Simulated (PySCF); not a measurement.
Point-charge models of `FC(c1c(snn1)C)(F)F` against its computed dipole.

Coordinates (GFN2-xTB, Å) and charges (e) from the PBE0/pcSseg-1 density (PySCF):

```
atom       x       y       z  Mulliken      IAO  Hirshfeld  ESP-fitted
  C1   1.628  -0.684  -0.069   -0.1047  -0.4343    -0.1153     -0.7453
  C2   0.724   0.486  -0.021   -0.5899  -0.1277    -0.0046     +0.0389
  S3   1.252   2.118  -0.062   +0.4907  +0.4856    +0.1960     +0.2066
  N4  -0.307   2.680  -0.007   -0.2584  -0.2929    -0.1164     -0.1755
  N5  -1.164   1.771   0.038   -0.2127  -0.1109    -0.0966     -0.3039
  C6  -0.659   0.526   0.033   +0.0856  -0.0240    -0.0239     +0.3392
  C7  -1.552  -0.671   0.076   +0.9311  +0.8067    +0.2614     +0.4527
  F8  -1.390  -1.449  -1.013   -0.2763  -0.2852    -0.0987     -0.1847
  F9  -1.274  -1.465   1.130   -0.2753  -0.2854    -0.0941     -0.1864
 F10  -2.841  -0.362   0.149   -0.2458  -0.2545    -0.0766     -0.1672
 H11   1.158  -1.552   0.388   +0.1530  +0.1769    +0.0518     +0.2282
 H12   2.561  -0.467   0.446   +0.1409  +0.1678    +0.0564     +0.2542
 H13   1.859  -0.929  -1.106   +0.1616  +0.1779    +0.0607     +0.2430
```

Q: What dipole does each set of charges give (1 e·Å = 4.803 D), and what does the density give?

A: The full density gives (4.23, -1.39, -0.22) D, 4.46 D in size; dipole vectors point from the negative to the positive end.

```json
{"scheme": "Mulliken", "μx": "5.35", "μy": "-1.85", "μz": "-0.33", "size (D)": "5.67", "share of the full size (%)": "127", "angle to the full dipole (°)": "1"}
{"scheme": "IAO", "μx": "5.95", "μy": "0.64", "μz": "-0.31", "size (D)": "6.00", "share of the full size (%)": "134", "angle to the full dipole (°)": "24"}
{"scheme": "Hirshfeld", "μx": "2.90", "μy": "-0.16", "μz": "-0.13", "size (D)": "2.91", "share of the full size (%)": "65", "angle to the full dipole (°)": "15"}
{"scheme": "ESP-fitted", "μx": "4.28", "μy": "-1.27", "μz": "-0.21", "size (D)": "4.47", "share of the full size (%)": "100", "angle to the full dipole (°)": "2"}
```

Q: Which set comes closest?

A: Length of the difference vector: ESP-fitted 0.13 D, Mulliken 1.21 D, Hirshfeld 1.81 D, IAO 2.67 D. Closest: ESP-fitted. 

Q: What is left for the Hirshfeld atoms' own dipoles?

A: The shares of the density sum to the whole, so what Σ q r misses lies in dipoles about the nuclei. The atomic dipoles sum to (4.23, -1.39, -0.22) − (2.90, -0.16, -0.13) = (1.33, -1.23, -0.09) D, 1.81 D in size.

Q: With the origin at the mean of the coordinates, (0.000, 0.000, -0.001) Å, which are the largest single terms, by size, of the Hirshfeld dipole along the direction of the full one?

A: C7 -1.59, C1 -0.98, F10 +0.95, N5 +0.77, H12 +0.69 D; all 13 atoms together +2.81 D. The single terms depend on the origin, their sum doesn't.

Q: Give the size of the full dipole in other units.

A: 4.46 D = 1.754 au = 0.928 e·Å = 14.87 × 10⁻³⁰ C·m.

Isolated species at its GFN2-xTB geometry, gas phase. GFN2-xTB frequencies show an imaginary mode (37i cm⁻¹), so this geometry is no minimum at that level.

Shape of the structure used: `[CH3:1][c:2]1[s:3][n:4][n:5][c:6]1[C:7]([F:8])([F:9])[F:10]`: N5–C6–C7–F8 120°.
